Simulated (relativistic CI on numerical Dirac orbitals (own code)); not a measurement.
# Cr5+: L2,3 absorption edge

Computed with this model: Dirac-Coulomb-Breit CI, KLI orbitals optimised for each configuration, a model potential for QED, valence Slater integrals scaled by 0.8, multiplet model of core-to-valence dipole absorption; configurations [Ar] 3d → [He] 2s2 2p5 3s2 3p6 3d2; 300 K; Lorentzian 0.24 eV and Gaussian 0.3 eV FWHM. Energies are those of the free ion, without screening or charge transfer. The branching ratio is the share of the lower-energy edge in the whole absorption, uncertain by about 0.02 where the edges overlap. S is read from ⟨S²⟩ = S(S + 1).

Field parameters in Wybourne normalisation: Td as Oh with Dq negative (B⁴₀ = 21Dq, B⁴₄ = √(5/14) B⁴₀). The field is a parameter set, without covalency.

Peaks in eV (height, largest 100): 585.3 (7), 586.2 (9), 586.9 (16), 588.2 (59), 589.3 (67), 590.1 (29), 591.9 (10), 593.3 (29), 594.1 (28), 595.2 (7), 596.6 (100), 597.1 (82), 597.8 (40), 600.6 (9).

Problem. Which surroundings give this spectrum?
A. Td, 10Dq = -12450 cm⁻¹
B. Td, 10Dq = -5900 cm⁻¹
C. free ion
D. Td, 10Dq = -2600 cm⁻¹

Solution. D. Td, 10Dq = -2600 cm⁻¹, where the ground state has S = 0.50.
